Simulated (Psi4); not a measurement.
Torsional profile of C4H7NOSi, SMILES N[SiH2]c1ccco1. Scanned: dihedral N1–Si2–C3–O7; all other coordinates were relaxed at GFN2-xTB. Points at φ and −φ are mirror images.

Geometry of the scan point at 0° (Å):
```
14

N      2.4495     0.6778    -0.3155
Si     1.6238    -0.6122     0.4599
C     -0.1913    -0.2329     0.1983
C     -1.3268    -0.9009     0.5668
C     -2.4213    -0.1534     0.0790
C     -1.8762     0.9209    -0.5553
O     -0.5389     0.8815    -0.4888
H      3.4521     0.7392    -0.2662
H      2.0357     1.5955    -0.3286
H      2.0259    -1.8459    -0.2209
H      1.8554    -0.7559     1.9089
H     -1.3666    -1.8167     1.1209
H     -3.4631    -0.3799     0.1833
H     -2.3207     1.7500    -1.0706
```

Level of theory: PBE-D3(BJ)/def2-SVP // GFN2-xTB (Psi4 1.11).

Scanned values (°): -150, -120, -90, -60, -30, 0, 30, 60, 90, 120, 150, 180.

### Question
Locate the minima and the barriers on this grid.

### Answer
Lower than their neighbours: -150° (0.00 kJ/mol), 150° (0.00 kJ/mol). Higher than their neighbours: 0° (7.54 kJ/mol), 180° (3.40 kJ/mol). The whole profile spans 7.54 kJ/mol.
